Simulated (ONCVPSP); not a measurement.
# selenium, ONCV: configuration errors across variants

- Element: selenium
- Generator: ONCVPSP 4.0.1
- Type: optimised norm-conserving Vanderbilt (ONCV)
- Functional: LDA (Perdew-Wang 92)
- Relativity: scalar-relativistic
- Frozen core: [Ne]
- Valence charge: 24
- Reference configuration: 3s2 3p6 3d10 4s2 4p4
- Partial waves: 3s+4s: rc 1.00 bohr, ncon 4, nbas 7, qcut 11 1/bohr, 2 projectors; 3p+4p: rc 1.20 bohr, ncon 3, nbas 7, qcut 13.9 1/bohr, 2 projectors; 3d: rc 0.70 bohr, ncon 4, nbas 9, qcut 23.3 1/bohr, 2 projectors, debl 1.3 Ha
- Local potential: polynomial inside 0.55 bohr (lpopt 1, dvloc0 1 Ha)
- Core correction: polynomial model core, fcfact 0.45

In the d channel the program set the typed energies aside and used -1.962, 0.250 Ha.

All-electron excitation energies from the reference (eV): (1) 3s2 3p6 3d10 4s2 4p3 11.004; (2) 3s2 3p6 3d10 4s2 4p2 31.558; (3) 3s2 3p6 3d10 4s2 4p1 62.711; (4) 3s1 3p6 3d10 4s2 4p4 224.272.

Errors AE − PS in meV (a dash: test not solved or not reliable):

| change | (1) | (2) | (3) | (4) | bound ghosts | GHOST(+) flags above zero |
| --- | --- | --- | --- | --- | --- | --- |
| base | -1.5 | -4.2 | -7.7 | -337 | none | none |
| all radii but the core radius scaled by about 0.80 (s 0.80, p 0.96, d 0.56 bohr); local potential polynomial inside 0.44 bohr (lpopt 1, dvloc0 1 Ha) | -0.6 | -2.0 | -4.0 | -119 | none | s |
| all radii but the core radius scaled by about 0.86 (s 0.86, p 1.04, d 0.60 bohr); local potential polynomial inside 0.48 bohr (lpopt 1, dvloc0 1 Ha) | -0.7 | -2.3 | -4.5 | -171 | none | none |
| all radii but the core radius scaled by about 1.23 (s 1.24, p 1.48, d 0.86 bohr); local potential polynomial inside 0.68 bohr (lpopt 1, dvloc0 1 Ha) | -1.5 | -4.3 | -8.5 | -569 | none | none |
| all radii but the core radius scaled by about 1.32 (s 1.32, p 1.58, d 0.92 bohr); local potential polynomial inside 0.72 bohr (lpopt 1, dvloc0 1 Ha) | -1.8 | -5.0 | -10 | -661 | none | none |

Give the same row for: all radii but the core radius scaled by about 1.15 (s 1.16, p 1.38, d 0.80 bohr); local potential polynomial inside 0.64 bohr (lpopt 1, dvloc0 1 Ha).

-1.7, -4.6, -8.6, -536; bound ghosts: none; GHOST(+) flags above zero: none.
